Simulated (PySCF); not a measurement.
C3H7ClSi, SMILES C[SiH2]/C=C/Cl. Geometry: PBE-D3(BJ)/def2-SVP. The structure was generated by enumeration; whether it is a known compound was not checked. One conformer was computed; it need not be the lowest.

Question: Give the equilibrium geometry at PBE-D3(BJ)/def2-SVP (PySCF confirms it by a frequency run) as Cartesian coordinates in Å. (The exact figures need the calculation; the answer reports its results.)

Answer: This is not unique; one that fits is 
```xyz
12

C     -2.8802     0.4097    -0.7773
Si    -1.4171    -0.7867    -0.7805
C     -0.0755    -0.2277     0.4101
C      1.1646     0.0849    -0.0098
Cl     2.4498     0.6225     1.0369
H     -3.3262     0.4833     0.2353
H     -3.6702     0.0651    -1.4750
H     -2.5587     1.4242    -1.0871
H     -0.8011    -0.8716    -2.1534
H     -1.8969    -2.1605    -0.3850
H     -0.2946    -0.1383     1.4894
H      1.4864     0.0281    -1.0629
```
Charge 0, spin multiplicity 1.
